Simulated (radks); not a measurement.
Isoelectronic series with 45 electrons, all held in the configuration [Kr] 4d8 5s1, which need not be the ground one along the series. Method: scalar-relativistic Kohn-Sham, BLYP, spin-polarised, spherical densities, finite nucleus; open shells are filled with parallel spins first (spin-orbit coupling, left out, can overturn this in heavy ions); Fermi nuclear charge, rms radius of each element as measured or else 0.836 A^(1/3) + 0.57 fm; computed with a radial shooting solver on a logarithmic mesh with Libxc functionals. Total energies (hartree) and orbital eigenvalues (eV) (* marks an orbital that is empty in some or all of the ions):

ion,E (hartree),5s down*,5s up,4d down,4d up
Rh,-4784.62795,-3.7959,-4.6388,-4.9886,-6.3578
Pd+,-5045.91002,-11.9106,-12.9682,-16.9189,-18.4805
Ag2+,-5315.12416,-21.9677,-23.1957,-31.8261,-33.5616
Cd3+,-5592.27070,-33.6855,-35.0604,-49.2588,-51.1550
In4+,-5877.37199,-46.9208,-48.4288,-68.9799,-71.0275
Sn5+,-6170.44890,-61.5890,-63.2212,-90.8462,-93.0386
Sb6+,-6471.53428,-77.6352,-79.3859,-114.7641,-117.0964
Te7+,-6780.65994,-95.0223,-96.8876,-140.6686,-143.1369
I8+,-7097.87130,-113.7244,-115.7013,-168.5123,-171.1136
Xe9+,-7423.20297,-133.7227,-135.8091,-198.2599,-200.9917
Cs10+,-7756.7032,-155.0037,-157.1982,-229.8840,-232.7444
Ba11+,-8098.4149,-177.5578,-179.8594,-263.3632,-266.3504
La12+,-8448.3906,-201.3785,-203.7863,-298.6802,-301.7930
Ce13+,-8806.6789,-226.4612,-228.9748,-335.8213,-339.0585
Pr14+,-9173.3349,-252.8034,-255.4224,-374.7752,-378.1357
